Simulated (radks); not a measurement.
The scandium ion Sc7+, 14 electrons, occupied as [He] 2s2 2p5 3s2 3p3 (not the ground configuration). All-electron calculation, Dirac Kohn-Sham, AM05, spin-unpolarised, spherical densities, point nucleus; open shells fill j = l - 1/2 first. Program: a radial shooting solver on a logarithmic mesh with Libxc functionals.

Unscreened Slater integrals over Kohn-Sham orbitals (eV). Large and small components are both included. Empty in this configuration: 3d3/2.

integral          value
F0(3p3/2,3p3/2)  25.581
F2(3p3/2,3p3/2)  13.027
F0(3p3/2,3p1/2)  25.644
G2(3p3/2,3p1/2)  13.050
F0(3p3/2,3s1/2)  25.785
G1(3p3/2,3s1/2)  17.190
F0(3p3/2,2p3/2)  34.254
F2(3p3/2,2p3/2)  7.5065
G0(3p3/2,2p3/2)  3.0221
G2(3p3/2,2p3/2)  3.1842
F0(3p3/2,3d3/2)  25.746
F2(3p3/2,3d3/2)  12.745
G1(3p3/2,3d3/2)  15.061
G3(3p3/2,3d3/2)  9.6103
F0(3p1/2,3p1/2)  25.707
F0(3p1/2,3s1/2)  25.848
G1(3p1/2,3s1/2)  17.214
F0(3p1/2,2p3/2)  34.403
G2(3p1/2,2p3/2)  3.1803
F0(3p1/2,3d3/2)  25.813
G1(3p1/2,3d3/2)  15.151
F0(3s1/2,3s1/2)  26.022
F0(3s1/2,2p3/2)  34.278
G1(3s1/2,2p3/2)  3.1063
F0(3s1/2,3d3/2)  25.990
G2(3s1/2,3d3/2)  11.769
F0(2p3/2,2p3/2)  82.919
F2(2p3/2,2p3/2)  39.026
F0(2p3/2,3d3/2)  34.294
F2(2p3/2,3d3/2)  8.0643
G1(2p3/2,3d3/2)  6.4748
G3(2p3/2,3d3/2)  3.6902
F0(3d3/2,3d3/2)  26.221
F2(3d3/2,3d3/2)  13.189
